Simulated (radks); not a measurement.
The numbers below are computed, except where a source is named.
All-electron atom: N in [He] 2s2 2p3.

Code: a radial shooting solver on a logarithmic mesh with Libxc functionals. Model: scalar-relativistic Kohn-Sham, PBE, spin-polarised, spherical densities, finite nucleus; open shells are filled with parallel spins first; Fermi nuclear charge, rms radius 2.5582 fm.

Energy parts (hartree):
| part | energy |
|---|---|
| total | -54.56778 |
| kinetic | 54.47381 |
| electron-nucleus | -128.41674 |
| Hartree | 26.08871 |
| exchange-correlation | -6.71357 |

Orbitals (lengths in bohr, moments of r in powers of bohr; r(max) is where P^2 peaks):
| orbital | occ. | eigenvalue (hartree) | <r^2> | r(max) |
|---|---|---|---|---|
| 1s up | 1 | -14.11820 | 0.07169 | 0.1483 |
| 1s down | 1 | -14.06232 | 0.07116 | 0.1481 |
| 2s up | 1 | -0.73046 | 2.060 | 1.008 |
| 2s down | 1 | -0.56240 | 2.277 | 1.027 |
| 2p up | 3 | -0.30498 | 2.699 | 0.9623 |
| 2p down | 0 | -0.15176 | 3.721 | 1.008 |

The highest occupied level is 2p up at -8.299 eV. Spin moment in Bohr magnetons: 3.
